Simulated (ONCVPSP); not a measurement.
## Before and after: ONCV potential for germanium

- Element: germanium (Ge)
- Generator: ONCVPSP 4.0.1
- Type: optimised norm-conserving Vanderbilt (ONCV)
- Functional: LDA (Perdew-Wang 92)
- Relativity: scalar-relativistic
- Frozen core: [Ar]
- Valence charge: 14
- Reference configuration: 3d10 4s2 4p2
- Partial waves: 4s: rc 1.50 bohr, ncon 4, nbas 7, qcut 4.6 1/bohr, 2 projectors, debl 2.2 Ha; 4p: rc 2.15 bohr, ncon 4, nbas 8, qcut 3.2 1/bohr, 1 projector; 3d: rc 0.85 bohr, ncon 3, nbas 7, qcut 18.6 1/bohr, 2 projectors, debl 1 Ha
- Local potential: polynomial inside 0.80 bohr (lpopt 4, dvloc0 3 Ha)
- Core correction: Teter function, fcfact 3.25, rcfact 1.5

In the d channel the program set the typed energies aside and used -1.086, 0.250 Ha.

Change: s: qcut 3.9.

Cutoffs: the cutoffs (Ha) at which the residual kinetic energy of the hardest occupied pseudo-wave falls to 1 and 0.1 mHa per electron; they do not see the model core or the augmentation charge, which bear on the density cutoff. Errors are all-electron minus pseudo energies relative to the spin-unpolarised reference configuration.

What does the change do?

The potential gets neither clearly harder nor softer (134 Ha and 150 Ha → 134 Ha and 150 Ha); the bound ghost in s disappears; the lowest positive-energy flag moves from none to s at 28.9 eV; the number of tests with a reliable result goes from 3 to 2; the range in which the s phases agree narrows (upper end at the end of the scan → 1.0).

| quantity | base | changed |
| --- | --- | --- |
| cutoff, loose | 134 Ha | 134 Ha |
| cutoff, tight | 150 Ha | 150 Ha |
| loose cutoff by channel | s 8.7 Ha, p 3.0 Ha, d 134 Ha | s 9.1 Ha, p 3.0 Ha, d 134 Ha |
| bound ghosts | s | none |
| GHOST(+) flags under 300 eV | none | s at 28.9 eV |
| tests with a reliable result | 3 of 4 | 2 of 4 |
| error for 3d10 4s2 4p1, meV [ΔE 7.63 eV] | +0.3 | +0.4 |
| error for 3d10 4s1 4p0, meV [ΔE 58.56 eV] | -15 | -12 |
| s: phases at 1.52 bohr within 0.05 rad from the reference energy up to (Ha; the scan ends near 5) | to the end of the scan | 1.0 |
| p: phases at 2.18 bohr within 0.05 rad from the reference energy up to (Ha; the scan ends near 5) | 0.7 | 0.7 |
| d: phases at 0.86 bohr within 0.05 rad from the reference energy up to (Ha; the scan ends near 5) | to the end of the scan | to the end of the scan |
| rms error of d²Exc/dni dnj with the model core, mHa | 2.45 | 2.45 |

 A true bound ghost makes a file unfit for plane-wave use even where its test errors are small: the radial tests pick states by their node count and pass the ghost by.
